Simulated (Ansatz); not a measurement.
Molecule: C$_{5}$H$_{7}$Si, charge 0, multiplicity 2. It need not be the lowest isomer of its formula. 
Structure (B3LYP-D3(BJ)/def2-TZVP (Ansatz, a program for electronic structure) minimum search):
```
C
C 1 1.3672
H 2 1.0800 1 126.40
C 1 1.4635 2 105.80 3 180.00
H 4 1.0813 1 124.88 2 180.00
C 4 1.4098 5 125.46 1 180.00
H 6 1.0780 4 126.04 5 0.00
C 6 1.3798 7 126.76 4 -180.00
H 8 1.0801 6 126.64 7 0.00
Si 1 1.8498 2 126.76 3 0.00
H 10 1.4815 1 108.88 2 0.00
H 10 1.4847 11 109.08 1 121.66
H 10 1.4847 11 109.08 12 116.67
```
Charge 0, spin multiplicity 2.

Wanted: atomisation energy (electronic, to ground-state atoms), in kJ/mol. Correlated levels leave the core frozen unless marked. Open shells are spin-unrestricted. Spin-orbit coupling is left out. Non-relativistic. The coupled-cluster limit lacks core correlation, which all-electron functionals hold. CBS marks a two-point X^-3 extrapolation of the correlation energy; Hartree-Fock from the larger set.

| level | program | atomisation energy (kJ/mol) |
|---|---|---|
| PBE0/def2-SVP | Ansatz | 5548.3 |
| r2SCANh-D4/def2-TZVPD | Ansatz + dftd4 | 5464.5 |

Problem. Estimate the value at CCSD(T)/CBS(cc-pV(T+d)Z,cc-pV(Q+d)Z) as computed with Ansatz.

Solution. 5439.6 kJ/mol
